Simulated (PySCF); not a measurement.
Hf(Me)(H)3 (CH6Hf), SMILES [CH3][HfH3], multiplicity 1. Geometry: r2SCAN-D4/def2-TZVP. The spin state was assumed, not searched. The def2 effective core potentials stand for the cores of Hf; spin–orbit coupling is left out.

Question: Give the equilibrium geometry at r2SCAN-D4/def2-TZVP (PySCF confirms it by a frequency run) as bond lengths and angles, and its point group. (An estimate is asked for; the answer gives what the named calculation found.)

Answer: point group C3v.
Atoms: Hf1 C2 H3 H4 H5 H6 H7 H8. Bond lengths (Å): Hf1–C2 2.173, Hf1–H6 1.858, Hf1–H7 1.858, Hf1–H8 1.858, C2–H3 1.099, C2–H4 1.099, C2–H5 1.099. Angles (°): C2–Hf1–H6 107.7, C2–Hf1–H7 107.7, C2–Hf1–H8 107.7, H6–Hf1–H7 111.2, H6–Hf1–H8 111.2, H7–Hf1–H8 111.2, Hf1–C2–H3 111.0, Hf1–C2–H4 111.0, Hf1–C2–H5 111.0, H3–C2–H4 107.9, H3–C2–H5 107.9, H4–C2–H5 107.9.
Charge 0, spin multiplicity 1.
